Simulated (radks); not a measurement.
Initial-state core-level shifts of the ruthenium ion Ru2+ when its valence configuration changes from [Kr] 4d6. Calculated with a radial shooting solver on a logarithmic mesh with Libxc functionals: Dirac Kohn-Sham, PBE, spin-unpolarised, spherical densities, point nucleus; open shells fill j = l - 1/2 first. Shifts are changes of the shell-averaged eigenvalues in eV (positive: less bound).

| valence | 2s | 3s | 3d | 4p |
|---|---|---|---|---|
| 4d5 5p1 | -6.152 | -6.033 | -6.062 | -5.280 |
| 4d4.5 5s0.5 5p1 | -8.832 | -8.622 | -8.670 | -7.419 |
| 4d5 5s1 | -5.033 | -4.897 | -4.928 | -4.163 |
| 4d3.5 5s1.5 5p1 | -14.557 | -14.110 | -14.202 | -11.826 |
| 4d5.5 5p0.5 | -3.022 | -2.970 | -2.984 | -2.623 |
| 4d4 5p2 | -12.695 | -12.394 | -12.461 | -10.649 |
| 4d4 5s2 | -10.514 | -10.183 | -10.254 | -8.511 |
| 4d5.5 5s0.5 | -2.457 | -2.396 | -2.411 | -2.054 |
| 4d4.5 5s1.5 | -7.721 | -7.495 | -7.545 | -6.319 |
